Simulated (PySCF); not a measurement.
## Computed properties of C₄H₈OSi, SMILES CC1=C[C@H]([SiH3])O1

C4H8OSi, SMILES [SiH3][C@@H]1OC(C)=C1. The structure is a stationary point at B3LYP-D3(BJ)/def2-SVP. The structure was generated by enumeration; whether it is a known compound was not checked. One conformer was computed; it need not be the lowest. All values are computed for the isolated molecule unless a solvent is named; none is compared with measurement here.

**Structure.** All 36 harmonic modes at B3LYP-D3(BJ)/def2-SVP (PySCF) are real, so it is a minimum. With heavy atoms numbered as in [CH3:1][C:2]1=[CH:3][C@H:4]([SiH3:5])[O:6]1, the shortest bond between them is C2–C3 at 1.349 Å and the longest C4–Si5 at 1.901 Å.

**Vibrations.** The strongest infrared lines (harmonic, unscaled, degenerate partners summed) lie at 925 cm⁻¹ (199 km/mol, H 84 %, Si 8 %), 2225 cm⁻¹ (111 km/mol, H 97 %), 2216 cm⁻¹ (110 km/mol, H 97 %). The softest mode is at 105 cm⁻¹ and the zero-point energy is 65.9 kcal/mol.

**Electronic structure.** M06-2X/def2-TZVP (PySCF) places the frontier levels at -7.69 and 1.36 eV, a gap of 9.05 eV, and gives a dipole moment of 1.28 D and a mean polarisability of 76.1 bohr³. PBE/def2-TZVP (PySCF) at the same geometry gives -5.30 and -0.45 eV, so its gap is 4.20 eV narrower. An orbital gap is neither the optical nor the fundamental gap.

**Excitations.** TDA-CAM-B3LYP/def2-SVPD (PySCF) has S1 at 6.23 eV (199 nm, f = 0.003, weak); the most intense of the 10 singlets computed lies at 7.95 eV (f = 0.20). T1 (TDA) is at 4.07 eV, 2.16 eV under S1. TDA-PBE/def2-SVPD (PySCF) puts S1 at 5.19 eV. No vertical singlet excitation falls in the visible range (under 3.1 eV).

**NMR.** GIAO shifts at KT2/pcSseg-1 (PySCF) (non-relativistic, atoms alike by connectivity averaged): ¹³C from 19.9 to 163.6 ppm against TMS; ¹H from 2.3 to 5.9 ppm against TMS; ²⁹Si at -66.4 ppm against TMS.

**Solvation.** SMD-M06-2X/def2-SVP (PySCF) gives -1.0 kcal/mol in water, -3.7 kcal/mol in cyclohexanone, -4.3 kcal/mol in chlorobenzene (1 M in both phases, gas-phase geometry); of these solvents chlorobenzene holds the molecule best.
